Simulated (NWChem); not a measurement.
## Atomisation of diiodomethane (CH2I2)

```xyz
5

I      1.8391     0.0000     0.0908
C      0.0000     0.0000    -1.0490
I     -1.8391     0.0000     0.0908
H      0.0000     0.9046    -1.6634
H      0.0000    -0.9046    -1.6634
```
Charge 0, spin multiplicity 1.

Everything below was run with NWChem. The geometry was optimised at B3LYP/def2-SVP with def2 effective core potentials on I, a minimum by its harmonic frequencies.

Basis set: def2-TZVP. The atomisation energy is electronic alone: no zero-point, thermal, spin-orbit or counterpoise terms. No value is extrapolated to the basis-set limit. Free atoms are single determinants with multiplicities I 2, C 3, H 2.

Effective core potentials replace the inner electrons of I; spin-orbit coupling is left out. B3LYP has NWChem's definition, with VWN1-RPA local correlation. The stability of the SCF solutions was not checked. Open-shell Hartree-Fock references start from PBE0 orbitals.

One of these methods gave an atomisation energy of 216.5 kcal/mol. Which?
(A) BHandHLYP
(B) HF
(C) B3LYP
(D) PBE0

B, HF. The others give 303.9 (BHandHLYP), 323.7 (PBE0), 316.4 (B3LYP).
